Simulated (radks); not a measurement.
Results of a calculation; reference values are marked as such.
Question: These are the eigenvalues of the occupied orbitals of an atom or ion with whole-number occupations (eV). Code: a radial shooting solver on a logarithmic mesh with Libxc functionals. Model: Dirac Kohn-Sham, BLYP, spin-unpolarised, spherical densities, finite nucleus; Fermi nuclear charge, rms radius of each element as measured or else 0.836 A^(1/3) + 0.57 fm.

1s1/2: -3121.644
2s1/2: -296.8795
2p1/2: -231.4743
2p3/2: -229.2358
3s1/2: -24.1320
3p1/2: -10.2594
3p3/2: -10.0816

Which element is it, and in what charge state? The configuration may be excited. Open shells, if any, fill j = l - 1/2 first.

Answer: Z = 18, argon, charge 0: Ar in [Ar]. The list shows which subshells hold electrons but not how many an open one holds; the 1s level, -114.72 hartree, gives Z - s = 15.1 by -(Z - s)^2/2, which with screening and relativity narrows Z to a few neighbours, and the depths of the outer levels then fix element, charge and occupations together.
